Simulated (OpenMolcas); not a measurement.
**P+: effect of the IPEA shift**

| Property | Result |
| --- | --- |
| Program | OpenMolcas |
| Basis | ANO-RCC-VTZP [5s4p2d1f] |
| Scalar Hamiltonian | DKH2, point nucleus |
| Active space | 4 electrons in 9 orbitals (RAS2 3s 3p; RAS3 3d, at most 2 electrons) |
| State averaging | 2S+1 = 3 even, 6 roots; 2S+1 = 1 even, 11 roots; 2S+1 = 5 odd, 1 root; 2S+1 = 3 odd, 8 roots; 2S+1 = 1 odd, 8 roots |
| Spin-orbit coupling | state interaction with AMFI integrals over the reference wave functions, term energies averaged over their components |

Methods on the same reference wave functions:
A. RASSCF
B. MS-RASPT2, IPEA 0 Eh, imaginary shift 0.1 Eh (closed shells correlated: 2s 2p)
C. MS-RASPT2, IPEA 0.25 Eh, imaginary shift 0.1 Eh (closed shells correlated: 2s 2p)

Energies in eV above 3s2 3p2 3P0, the measured ground level; measured values from NIST Handbook of Basic Atomic Spectroscopic Data.

```csv
Level,A,B,C,Measured
3s2 3p2 3P0,0.0000,0.0000,0.0000,0.0000
3s2 3p2 3P1,0.0178,0.0180,0.0179,0.0204
3s2 3p2 3P2,0.0514,0.0517,0.0516,0.0582
3s2 3p2 1D2,1.3276,1.140,1.144,1.1013
3s2 3p2 1S0,3.0351,2.723,2.746,2.6750
3s 3p3 5S* 2,4.9866,5.426,5.420,5.6657
3s 3p3 3D* 1,7.9326,7.997,8.013,8.0901
3s 3p3 3D* 2,7.9339,7.998,8.015,8.0927
3s 3p3 3D* 3,7.9365,8.001,8.017,8.0971
3s 3p3 3P* 2,9.5558,9.510,9.539,9.5175
3s 3p3 3P* 1,9.5589,9.513,9.542,9.5235
3s 3p3 3P* 0,9.5600,9.514,9.543,9.5249
```

Deviations, from unrounded energies. A percentage is the sum of absolute deviations over the sum of measured energies, with the sign that they share, or ± where signs differ.

```csv
Against measurement,Levels,A,B,C
mean absolute deviation (cm-1),11,1400,470,490
fine structure of the ground term (%),2,-12.0,-11.4,-11.5
other terms of the ground configuration (%),2,+15.5,+2.3,+3.0
other configurations (%),7,±2.2,-0.9,±0.9
```

B, C lie about equally close to measurement and A furthest from it. The largest miss of B in the table is 3s 3p3 5S* 2, by -1900 cm-1. The ranking rests on the paired levels alone, and a cruder setting can come out closer through cancelling errors.

Between B and C the level of the table that moves most is 3s 3p3 3P* 0, by 230 cm-1 (lowest in B, highest in C). Moves below CASPT2's spread within the term are not significant.

The mean deviations of B to C differ by less than CASPT2's widest spread within a term (23 cm-1), so their order carries little weight.

From A to B the spin-free energies of the other terms of 3s2 3p2 shown, above 3P, scale by factors of 0.85 to 0.90.

The lowest spin-free term lies below A's lowest term by 0.040 hartree in B, 0.039 hartree in C.

CASPT2 does not keep the components of a term degenerate, so their means are used; among the terms shown or strongly mixed into the levels shown the widest spread is 23 cm-1 (3s2 3p2 1D, C). The run also gave levels led by 3s 3p2 3d, 3s2 3p 3d, which use shells meant for correlation; these and all levels above them are left out. Some terms mix strongly with configurations of 3d, whose occupation reaches 0.26 (3s 3p3 3D*, 3s 3p3 3P*). Without dynamic correlation excited terms often stand tens of per cent too high (terms of higher spin than the ground term too low), and those without a measured partner can miss by more than the paired ones (holds for A). Computed and measured levels are paired by configuration, term and J; levels that our copy of the source lacks, or whose pairing is in doubt (as where it misses far off the trend of its configuration), stay unpaired and out of the deviations. Levels of configurations outside the active space are missing. The table leaves out levels that lie high or whose names do not pair safely across all columns.

* marks odd parity.
